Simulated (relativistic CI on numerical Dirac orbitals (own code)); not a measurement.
Method of calculation: Dirac-Coulomb-Breit CI, orbitals from a KLI potential per configuration, a model potential for QED, unscaled Slater integrals (own radial code, finite nucleus).

Configuration list (outside the closed core [Ne]): 3s, 3p, 3d, 4s, 4p, 4d, 4f, 5s, 5p, 5d, 5f, 5g, 6s, 6p, 6d, 7s, 7p. Levels of other configurations are missing.

At this charge energies of transitions that change n are usually good to better than 1 %, and those within a shell (Δn = 0) to a few per cent.

Outline of the computed level scheme of Sb XLI. Lowest level of each configuration: 3s ²S1/2 at 0.00 eV; 3p ²P°1/2 at 92.40 eV; 3d ²D3/2 at 276.47 eV; 4s ²S1/2 at 1323.16 eV; 4p ²P°1/2 at 1361.31 eV; 4d ²D3/2 at 1432.71 eV; 4f ²F°5/2 at 1462.51 eV; 5s ²S1/2 at 1910.12 eV; 5p ²P°1/2 at 1929.30 eV.

Some strong electric-dipole decays among the lowest 15 levels: 4f ²F°7/2 → 3d ²D5/2 (4.1e+13 s⁻¹); 4f ²F°5/2 → 3d ²D3/2 (3.9e+13 s⁻¹); 4d ²D5/2 → 3p ²P°3/2 (2.0e+13 s⁻¹); 4d ²D3/2 → 3p ²P°1/2 (1.6e+13 s⁻¹); 4p ²P°1/2 → 3s ²S1/2 (9.4e+12 s⁻¹); 4p ²P°3/2 → 3s ²S1/2 (7.6e+12 s⁻¹); 4s ²S1/2 → 3p ²P°3/2 (6.9e+12 s⁻¹); 5p ²P°1/2 → 3s ²S1/2 (5.2e+12 s⁻¹).
